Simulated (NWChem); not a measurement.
# TiH$_{2}$SO$_{2}$; SMILES [OH][Ti]([OH])=[S]

```xyz
6

Ti    -0.2621    -0.3317     0.0000
S      0.0852     1.7250     0.0000
O      0.2110    -1.1774    -1.5245
H      0.5134    -0.7322    -2.3372
O      0.2110    -1.1774     1.5245
H      0.5134    -0.7322     2.3372
```
Atoms are numbered in this order, from 1.

All runs: NWChem. Medium grid unless said otherwise, to which SCAN and Minnesota functionals are sensitive. Geometry: optimised at PBE-D3(BJ)/def2-SVP. Hybrids' shares of exact exchange are those that their runs print; pure functionals count as 0. The functionals differ in more than this share.

| row | share of exact exchange | orbital gap (eV) |
|---|---|---|
| MN15-L/def2-SVP | 0.00 | 2.96 |
| B3LYP/def2-SVP | 0.20 | 3.64 |
| r2SCAN0/def2-SVP | 0.25 | 4.54 |
| M06-2X/def2-SVP | 0.54 | withheld |

Fit a straight line of the last column on the one before it, predict the withheld value, and compare with the run.


1. Means of the 3 shown rows: x = 0.150, y = 3.713. Slope Σ(x − x̄)(y − ȳ)/Σ(x − x̄)² = 0.1920/0.03500 = 5.486; intercept 2.890.
2. The shown rows scatter about the line by 0.260 (root mean square); the largest residual is -0.35, at B3LYP/def2-SVP.
3. At x = 0.54 (M06-2X/def2-SVP; beyond the shown range) the line gives 5.85.
4. The run gives 6.11, +0.26 from the line, 1.0 times the scatter.
